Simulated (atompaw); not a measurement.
**Before and after: PAW (atompaw) potential for boron**

atompaw 4.2.0.5 input, output lines left out:

```
B 5
GGA-PBESOL scalarrelativistic loggrid 1500 logderivrange -3 5 201
2 2 0 0 0 0
2 1 1
0 0 0
c
v
v
1
2.85 2.60 2.25 2.25
y
2.7
n
y
3.05
n
custom rrkj vanderbiltortho besselshape
bessel
2.85
2.85
2.85
2.85
```

All-electron outer shells of the reference configuration (PBEsol, scalar-relativistic, ld1.x):

| shell | level (eV) | outermost node (bohr) | outermost maximum (bohr) |
| --- | --- | --- | --- |
| 1s | -179.55 | – | 0.21 |
| 2s | -9.36 | 0.46 | 1.52 |
| 2p | -3.56 | – | 1.59 |

Change: local potential bessel scheme, radius 1.38 bohr.

Cutoffs: the cutoffs (Ry, on a coarse ladder) from which the occupation-weighted sum of valence levels, in a spherical-Bessel basis at the reference potential, stays within 10 and 1 mRy of its value at 400 Ry; they do not see the model core or the augmentation charge, which bear on the density cutoff.

Q: What does the change do?

A: Both files are very soft, the changed one slightly harder (loose and tight cutoff 6 and 10 Ry → 8 and 10 Ry on this coarse ladder); the range in which the p phases agree widens (upper end 0.5 → at the end of the scan); neither file shows a bound ghost.

| quantity | base | changed |
| --- | --- | --- |
| cutoff, loose | 6 Ry | 8 Ry |
| cutoff, tight | 10 Ry | 10 Ry |
| bound ghosts | none | none |
| s: phases at 2.85 bohr within 0.05 rad from the reference energy up to (Ry; the scan ends near 5) | to the end of the scan | to the end of the scan |
| p: phases at 2.85 bohr within 0.05 rad from the reference energy up to (Ry; the scan ends near 5) | 0.5 | to the end of the scan |
| lowest overlap eigenvalue by channel | s 0.86, p 0.86 | s 0.86, p 0.79 |

 The cutoffs see the waves, projectors and local potential, not the compensation charge or the core.
